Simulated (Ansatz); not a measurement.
Cost and result for the atomization energy of CH$_{2}$F$_{2}$GeO (`[F][Ge]1([F])[CH2][O]1`) (7 atoms, 7 bonds).

```
atom    x (Å)    y (Å)    z (Å)
  F1   2.1025   0.6116   0.7544
 Ge2   0.4715   0.6457   0.2512
  F3   0.0711   2.3049   0.2147
  C4  -0.6541  -0.8109  -0.0822
  O5   0.0977  -0.2742  -1.2283
  H6  -0.3572  -1.8113   0.2276
  H7  -1.7315  -0.6658  -0.1374
```

Total charge 0; spin multiplicity 1. Correlated methods include outer-core shells of Ge, which these sets cover unevenly. Scalar relativity is left out up to krypton. The structure was optimised at the PBE0-D4/def2-TZVP level. Program: Ansatz. All runs use 4 threads of a server CPU on a shared host. Times are those of one run each, without the atoms' runs, and a repeat can differ threefold. Electronic energies, without spin–orbit coupling; frozen cores. CCSD(T)/CBS adds CCSD(T) − MP2 in def2-TZVPP to the MP2 limit, and its time is that of the two runs behind it. T1 = 0.014. With those shells the extrapolation isn't a true limit. B3LYP takes the VWN-RPA correlation (the form of Gaussian; ORCA's B3LYP/G). HSE06 is the plane-wave form, built on full-range PBE exchange.

CCSD(T)/CBS is a level of theory with its own doubt, some kJ/mol a heavy atom from the limit and from the frozen cores, so smaller differences don't rank the functionals.

```
                            level  functions  wall time  atomization (kcal/mol)  difference from CCSD(T)/CBS  per bond
           LDA (SPW92)/def2-TZVPP        200      1.7 s                   738.6                        117.9      16.8
               PBE0-D4/def2-TZVPP        200      2.3 s                   613.0                         -7.7      -1.1
  PBE-D4/def2-TZVPP (with forces)        200      2.4 s                   639.3                         18.6       2.7
              BHLYP-D4/def2-TZVPP        200      2.6 s                   575.1                        -45.6      -6.5
              HSE06-D4/def2-TZVPP        200        3 s                   613.7                         -7.0      -1.0
          CAM-B3LYP-D4/def2-TZVPP        200      3.2 s                   615.9                         -4.8      -0.7
B3LYP-D4/def2-TZVPP (with forces)        200      3.2 s                   608.9                        -11.8      -1.7
              PBE-QIDH/def2-TZVPP        200      4.5 s                   611.0                         -9.7      -1.4
                 CCSD(T)/def2-SVP         98      6.5 s                   571.1                        -49.6      -7.1
 ωB97M-V/def2-TZVPP (with forces)        200      7.5 s                   614.9                         -5.8      -0.8
                   MP2/def2-QZVPP        377       17 s                   641.3                         20.6       2.9
               CCSD(T)/def2-TZVPP        200       82 s                   602.8                        -17.9      -2.6
                CCSD(T)/CBS(def2)          –       99 s                   620.7                          0.0       0.0
```

In def2-TZVPP, CCSD(T) changes the Hartree–Fock value by +199.7 kcal/mol (the triples alone add +15.4 kcal/mol) and MP2 by +227.2 kcal/mol; breaking electron pairs costs correlation energy, which Hartree–Fock lacks. From BLYP to BHLYP (50 % exact exchange), in def2-TZVPP and without D4, the atomization energy moves by −40.3 kcal/mol: exact exchange takes away binding that semilocal exchange gives to molecules. At CCSD(T), def2-SVP lies −49.7 kcal/mol from the extrapolated value and def2-TZVPP −17.9 kcal/mol: correlation converges slowly with the basis, and small sets miss more of it in the bonded molecule than in its fragments.
